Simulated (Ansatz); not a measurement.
Ansatz (a first-principles code) input (B3LYP-D3(BJ)/def2-TZVP):

Ansatz 0.2 input:
```yaml
crystal:
  periodic: [false, false, false]
  atoms:
    - {symbol: Zn, position_ang: [-0.35261563, -0.22042882, -0.28313080]}
    - {symbol: C, position_ang: [1.09707615, 0.68580963, 0.88089131]}
    - {symbol: H, position_ang: [1.62254981, -0.09468543, 1.42965800]}
    - {symbol: H, position_ang: [0.59808928, 1.37333936, 1.56262069]}
    - {symbol: H, position_ang: [1.77537304, 1.21935279, 0.21629743]}
basis:
  gaussian:
    orbitals: def2-TZVP
hamiltonian:
  xc: b3lyp
  dispersion: d3bj
magnetization: {spin_polarized: true, initial_magnetization: 1}
phonons: {temperatures: {t_min: 298.15, t_max: 298.15, t_step: 100}}
```

Output:

```
Functional definition: B3LYP
integrals: 0.03 GiB planned
837 factors; their error is unknown
mean field: 0.38 GiB planned
mean field evaluation 1: about -49496.6195 eV, gradient 4.8e1 eV
mean field evaluation 2: about -49476.0667 eV, gradient 7.8e1 eV
mean field evaluation 4: about -49506.3501 eV, gradient 7.7e0 eV
mean field evaluation 8: about -49506.5583 eV, gradient 1.7e-1 eV
mean field evaluation 16: about -49506.5585 eV, gradient 2.0e-5 eV
mean field -49506.55846065 eV, -1819.3324666782 hartree, gradient 2.0e-5 eV, S^2 0.755817; 0 other end points of the search recorded, 0 dependent functions left out
the calculation of the forces begins
reference -49506.55866502 eV, -1819.3324741887 hartree; 20, 19 occupied and 77, 78 virtual orbitals, 837 factors
these checks for a lower state are left out or cut short: stability, starts, cluster_reference, orbital_swaps, neighbouring_geometries, increment
integrals: 0.03 GiB planned
837 factors; their error is unknown
mean field: 0.37 GiB planned
mean field -49506.55854541 eV, -1819.3324697934 hartree, gradient 1.8e-6 eV, S^2 0.755784; 0 other end points of the search recorded, 0 dependent functions left out
the calculation of the forces begins
reference -49506.55874975 eV, -1819.3324773026 hartree; 20, 19 occupied and 77, 78 virtual orbitals, 837 factors
these checks for a lower state are left out or cut short: stability, starts, cluster_reference, orbital_swaps, neighbouring_geometries, increment
integrals: 0.03 GiB planned
837 factors; their error is unknown
mean field: 0.38 GiB planned
mean field evaluation 32: about -49506.5583 eV, gradient 2.5e-6 eV
mean field -49506.55833929 eV, -1819.3324622183 hartree, gradient 2.5e-6 eV, S^2 0.755851; 0 other end points of the search recorded, 0 dependent functions left out
the calculation of the forces begins
reference -49506.55854369 eV, -1819.3324697301 hartree; 20, 19 occupied and 77, 78 virtual orbitals, 837 factors
these checks for a lower state are left out or cut short: stability, starts, cluster_reference, orbital_swaps, neighbouring_geometries, increment
integrals: 0.03 GiB planned
837 factors; their error is unknown
mean field: 0.37 GiB planned
mean field -49506.55849259 eV, -1819.3324678520 hartree, gradient 2.5e-6 eV, S^2 0.755806; 0 other end points of the search recorded, 0 dependent functions left out
the calculation of the forces begins
reference -49506.55869695 eV, -1819.3324753621 hartree; 20, 19 occupied and 77, 78 virtual orbitals, 837 factors
these checks for a lower state are left out or cut short: stability, starts, cluster_reference, orbital_swaps, neighbouring_geometries, increment
integrals: 0.03 GiB planned
837 factors; their error is unknown
mean field: 0.38 GiB planned
mean field -49506.55842122 eV, -1819.3324652294 hartree, gradient 7.8e-7 eV, S^2 0.755829; 0 other end points of the search recorded, 0 dependent functions left out
the calculation of the forces begins
reference -49506.55862561 eV, -1819.3324727403 hartree; 20, 19 occupied and 77, 78 virtual orbitals, 837 factors
these checks for a lower state are left out or cut short: stability, starts, cluster_reference, orbital_swaps, neighbouring_geometries, increment
integrals: 0.03 GiB planned
837 factors; their error is unknown
mean field: 0.38 GiB planned
mean field -49506.55828291 eV, -1819.3324601466 hartree, gradient 1.6e-6 eV, S^2 0.755863; 0 other end points of the search recorded, 0 dependent functions left out
the calculation of the forces begins
reference -49506.55848726 eV, -1819.3324676564 hartree; 20, 19 occupied and 77, 78 virtual orbitals, 837 factors
these checks for a lower state are left out or cut short: stability, starts, cluster_reference, orbital_swaps, neighbouring_geometries, increment
integrals: 0.03 GiB planned
837 factors; their error is unknown
mean field: 0.38 GiB planned
mean field -49506.55848185 eV, -1819.3324674575 hartree, gradient 2.0e-6 eV, S^2 0.755772; 0 other end points of the search recorded, 0 dependent functions left out
the calculation of the forces begins
reference -49506.55868625 eV, -1819.3324749688 hartree; 20, 19 occupied and 77, 78 virtual orbitals, 837 factors
these checks for a lower state are left out or cut short: stability, starts, cluster_reference, orbital_swaps, neighbouring_geometries, increment
integrals: 0.03 GiB planned
837 factors; their error is unknown
mean field: 0.38 GiB planned
mean field evaluation 64: about -49506.5583 eV, gradient 2.2e-6 eV
mean field -49506.55828061 eV, -1819.3324600618 hartree, gradient 2.2e-6 eV, S^2 0.755833; 0 other end points of the search recorded, 0 dependent functions left out
the calculation of the forces begins
reference -49506.55848496 eV, -1819.3324675716 hartree; 20, 19 occupied and 77, 78 virtual orbitals, 837 factors
these checks for a lower state are left out or cut short: stability, starts, cluster_reference, orbital_swaps, neighbouring_geometries, increment
integrals: 0.03 GiB planned
837 factors; their error is unknown
mean field: 0.38 GiB planned
mean field -49506.55835057 eV, -1819.3324626328 hartree, gradient 1.2e-6 eV, S^2 0.755802; 0 other end points of the search recorded, 0 dependent functions left out
the calculation of the forces begins
reference -49506.55855496 eV, -1819.3324701441 hartree; 20, 19 occupied and 77, 78 virtual orbitals, 837 factors
these checks for a lower state are left out or cut short: stability, starts, cluster_reference, orbital_swaps, neighbouring_geometries, increment
integrals: 0.03 GiB planned
837 factors; their error is unknown
mean field: 0.38 GiB planned
mean field -49506.55840658 eV, -1819.3324646912 hartree, gradient 2.1e-6 eV, S^2 0.755814; 0 other end points of the search recorded, 0 dependent functions left out
the calculation of the forces begins
reference -49506.55861098 eV, -1819.3324722030 hartree; 20, 19 occupied and 77, 78 virtual orbitals, 837 factors
these checks for a lower state are left out or cut short: stability, starts, cluster_reference, orbital_swaps, neighbouring_geometries, increment
integrals: 0.03 GiB planned
837 factors; their error is unknown
mean field: 0.38 GiB planned
mean field -49506.55840902 eV, -1819.3324647809 hartree, gradient 1.9e-6 eV, S^2 0.755821; 0 other end points of the search recorded, 0 dependent functions left out
the calculation of the forces begins
reference -49506.55861336 eV, -1819.3324722902 hartree; 20, 19 occupied and 77, 78 virtual orbitals, 837 factors
these checks for a lower state are left out or cut short: stability, starts, cluster_reference, orbital_swaps, neighbouring_geometries, increment
integrals: 0.03 GiB planned
837 factors; their error is unknown
mean field: 0.38 GiB planned
mean field -49506.55842412 eV, -1819.3324653360 hartree, gradient 1.7e-6 eV, S^2 0.755815; 0 other end points of the search recorded, 0 dependent functions left out
the calculation of the forces begins
reference -49506.55862848 eV, -1819.3324728459 hartree; 20, 19 occupied and 77, 78 virtual orbitals, 837 factors
these checks for a lower state are left out or cut short: stability, starts, cluster_reference, orbital_swaps, neighbouring_geometries, increment
integrals: 0.03 GiB planned
837 factors; their error is unknown
mean field: 0.38 GiB planned
mean field evaluation 96: about -49506.5584 eV, gradient 1.5e-6 eV
mean field -49506.55842482 eV, -1819.3324653617 hartree, gradient 1.5e-6 eV, S^2 0.755820; 0 other end points of the search recorded, 0 dependent functions left out
the calculation of the forces begins
reference -49506.55862921 eV, -1819.3324728728 hartree; 20, 19 occupied and 77, 78 virtual orbitals, 837 factors
these checks for a lower state are left out or cut short: stability, starts, cluster_reference, orbital_swaps, neighbouring_geometries, increment
integrals: 0.03 GiB planned
837 factors; their error is unknown
mean field: 0.37 GiB planned
mean field -49506.55843037 eV, -1819.3324655654 hartree, gradient 2.4e-6 eV, S^2 0.755813; 0 other end points of the search recorded, 0 dependent functions left out
the calculation of the forces begins
reference -49506.55863472 eV, -1819.3324730754 hartree; 20, 19 occupied and 77, 78 virtual orbitals, 837 factors
these checks for a lower state are left out or cut short: stability, starts, cluster_reference, orbital_swaps, neighbouring_geometries, increment
integrals: 0.03 GiB planned
837 factors; their error is unknown
mean field: 0.38 GiB planned
mean field -49506.55843201 eV, -1819.3324656259 hartree, gradient 2.4e-6 eV, S^2 0.755821; 0 other end points of the search recorded, 0 dependent functions left out
the calculation of the forces begins
reference -49506.55863640 eV, -1819.3324731368 hartree; 20, 19 occupied and 77, 78 virtual orbitals, 837 factors
these checks for a lower state are left out or cut short: stability, starts, cluster_reference, orbital_swaps, neighbouring_geometries, increment
integrals: 0.03 GiB planned
837 factors; their error is unknown
mean field: 0.37 GiB planned
mean field -49506.55841155 eV, -1819.3324648739 hartree, gradient 1.5e-6 eV, S^2 0.755816; 0 other end points of the search recorded, 0 dependent functions left out
the calculation of the forces begins
reference -49506.55861596 eV, -1819.3324723858 hartree; 20, 19 occupied and 77, 78 virtual orbitals, 837 factors
these checks for a lower state are left out or cut short: stability, starts, cluster_reference, orbital_swaps, neighbouring_geometries, increment
integrals: 0.03 GiB planned
837 factors; their error is unknown
mean field: 0.37 GiB planned
mean field -49506.55841272 eV, -1819.3324649170 hartree, gradient 1.5e-6 eV, S^2 0.755819; 0 other end points of the search recorded, 0 dependent functions left out
the calculation of the forces begins
reference -49506.55861706 eV, -1819.3324724262 hartree; 20, 19 occupied and 77, 78 virtual orbitals, 837 factors
these checks for a lower state are left out or cut short: stability, starts, cluster_reference, orbital_swaps, neighbouring_geometries, increment
integrals: 0.03 GiB planned
837 factors; their error is unknown
mean field: 0.38 GiB planned
mean field -49506.55841267 eV, -1819.3324649149 hartree, gradient 1.6e-6 eV, S^2 0.755815; 0 other end points of the search recorded, 0 dependent functions left out
the calculation of the forces begins
reference -49506.55861707 eV, -1819.3324724266 hartree; 20, 19 occupied and 77, 78 virtual orbitals, 837 factors
these checks for a lower state are left out or cut short: stability, starts, cluster_reference, orbital_swaps, neighbouring_geometries, increment
integrals: 0.03 GiB planned
837 factors; their error is unknown
mean field: 0.38 GiB planned
mean field evaluation 128: about -49506.5584 eV, gradient 5.7e-2 eV
mean field -49506.55841418 eV, -1819.3324649705 hartree, gradient 1.6e-6 eV, S^2 0.755819; 0 other end points of the search recorded, 0 dependent functions left out
the calculation of the forces begins
reference -49506.55861852 eV, -1819.3324724799 hartree; 20, 19 occupied and 77, 78 virtual orbitals, 837 factors
Total energy: -49506.67788061 eV, -1819.3368552807 hartree
Atom 0 at    -0.352616    -0.220429    -0.283131 Å, force    -0.001054    -0.000672    -0.000845 eV/Å
Atom 1 at     1.097076     0.685810     0.880891 Å, force     0.001258     0.000793     0.001010 eV/Å
Atom 2 at     1.622550    -0.094685     1.429658 Å, force    -0.000061    -0.000111    -0.000041 eV/Å
Atom 3 at     0.598089     1.373339     1.562621 Å, force    -0.000112     0.000000    -0.000016 eV/Å
Atom 4 at     1.775373     1.219353     0.216297 Å, force    -0.000031    -0.000010    -0.000108 eV/Å
Dipole moment:     0.029459     0.018412     0.023654 e Å
Vibrations: 394.02 598.27 598.30 1080.47 1439.01 1439.01 3037.39 3141.07 3141.07 cm⁻¹, zero-point energy 0.921737 eV
```

The spin state was set by rule; other spins were not relaxed.
